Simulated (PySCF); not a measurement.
# Reading the logs of faulty runs: Al2BH2N

These are calculations, not measurements. They come from PySCF 2.14.0, an open-source quantum chemistry program, on an isolated molecule that a program drew, which may never have been made. The molecule is Al2BH2N (charge 0, singlet), drawn as the SMILES string `[BH2][Al]=[N][Al]`.

Each row is a Hartree-Fock (HF) and frozen-core CCSD(T) single point in the cc-pV(D+d)Z basis, meant for a local HF minimum. Run 1 is clean. Each other run has one planted mistake out of seven kinds, and not every kind appears here: one electron removed, one electron added, multiplicity raised by two, geometry at a saddle point, minimal basis STO-3G, one bond length entered in bohr, all coordinates scaled. The reference is restricted for singlets and unrestricted otherwise, and also for a bond in bohr. Adding or removing an electron swaps singlet and doublet. Electrons count all cores. HOMO and LUMO are orbital energies over both spins, the gradient is its largest component, and the lowest frequency (negative if imaginary) is given only where the gradient is small. Bond lengths are over the 5 bonds as drawn. T1 is the CCSD diagnostic: over 0.02 (restricted) or 0.045 (unrestricted) a single reference is doubtful.

Geometry of the clean run:
```xyz
6
Al2BH2N, angstrom
B    -2.4222    0.2417   -2.4914
Al   -1.5045   -0.8621   -0.8945
N    -0.8006   -1.7093    0.3305
Al   -0.0498   -2.6136    1.6370
H    -2.7734    1.3739   -2.3300
H    -2.5942   -0.2614   -3.5631
```

| run | electrons | basis functions | <S^2> | HOMO (eV) | LUMO (eV) | gradient (hartree/bohr) | lowest frequency (cm^-1) | mean bond (Å) | longest bond (Å) | T1 | HF (hartree) | CCSD(T) (hartree) | mistake |
|---|---|---|---|---|---|---|---|---|---|---|---|---|---|
| 1 | 40 | 84 | 0.000 | -7.02 | -0.28 | 1.7e-05 | 52 | 1.5890 | 2.147 | 0.0265 | -564.09550 | -564.49654 | no fault |
| 2 | 40 | 84 | 0.000 | -7.43 | -0.16 | 4.6e-02 | - | 1.7367 | 2.347 | 0.0326 | -564.05363 | -564.47377 | all coordinates scaled |
| 3 | 40 | 30 | 0.000 | -2.72 | 6.33 | 3.5e-02 | - | 1.5890 | 2.147 | 0.0470 | -557.16001 | -557.38322 | minimal basis STO-3G |
| 4 | 40 | 84 | 2.023 | -5.33 | -1.84 | 8.7e-02 | - | 1.5890 | 2.147 | 0.0372 | -564.03614 | -564.43099 | multiplicity raised by two |
| 5 | 39 | 84 | 0.757 | -14.55 | -5.23 | 5.1e-02 | - | 1.5890 | 2.147 | 0.0235 | -563.87266 | -564.23346 | ? |

**Which mistake was planted in run 5, and what did it cost?**

It counts 39 electrons, one fewer than the clean run, at the same geometry and basis. So the mistake is: one electron removed. Subtracting run 1 and multiplying by 627.51 kcal/mol a hartree, the energy moved by 139.8 kcal/mol in HF and 165.1 kcal/mol in CCSD(T).

Cautions from the logs. Run 1: T1 is over the limit, so its CCSD(T) energy is less reliable; run 2: T1 is over the limit, so its CCSD(T) energy is less reliable; run 3: T1 is over the limit, so its CCSD(T) energy is less reliable.
